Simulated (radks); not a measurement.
Radial electron density D(r) = 4 pi r^2 rho(r) of an atom or ion with 5 electrons. Calculated with a radial shooting solver on a logarithmic mesh with Libxc functionals: scalar-relativistic Kohn-Sham, LDA (Slater exchange, Perdew-Wang correlation), spin-unpolarised, spherical densities, point nucleus.

```
   r/bohr * D(r) (the largest magnitude, 6.15, reaches the edge; | marks zero)
  0.01397 | *
   0.0155 |  *
   0.0172 |  *
  0.01908 |   *
  0.02117 |    *
  0.02349 |     *
  0.02607 |      *
  0.02892 |       *
  0.03209 |         *
  0.03533 |           *
   0.0392 |             *
  0.04349 |               *
  0.04826 |                 *
  0.05355 |                    *
  0.05942 |                        *
  0.06593 |                           *
  0.07316 |                               *
  0.08118 |                                  *
  0.08936 |                                      *
  0.09915 |                                          *
     0.11 |                                             *
   0.1221 |                                                *
   0.1355 |                                                   *
   0.1503 |                                                     *
   0.1668 |                                                      *
   0.1851 |                                                      *
   0.2053 |                                                     *
    0.226 |                                                  *
   0.2508 |                                               *
   0.2783 |                                          *
   0.3088 |                                     *
   0.3426 |                                *
   0.3802 |                           *
   0.4218 |                      *
   0.4681 |                  *
   0.5194 |               *
   0.5717 |             *
   0.6344 |            *
   0.7039 |             *
    0.781 |              *
   0.8667 |               *
   0.9616 |                *
    1.067 |                 *
    1.184 |                 *
    1.314 |                *
    1.446 |               *
    1.605 |             *
     1.78 |           *
    1.976 |        *
    2.192 |      *
    2.432 |    *
    2.699 |  *
    2.995 | *
    3.323 |*
    3.658 |*
    4.059 *
    4.504 *
    4.997 *
    5.545 *
```

What is the nuclear charge?

Answer. Z = 6. The innermost maximum, from 1s, lies near gamma/Z bohr with gamma = sqrt(1 - (Z/c)^2) = 0.999, here 0.167 bohr (found: 0.174), and its height grows with Z. The density is that of the carbon ion C+ in [He] 2s1.5 2p1.5; the configuration itself is not fixed sharply by these data. D(r) has 2 maxima, at r = 0.174, 1.14 bohr, and minima at 0.645 bohr, inside which lie 2.16 electrons.
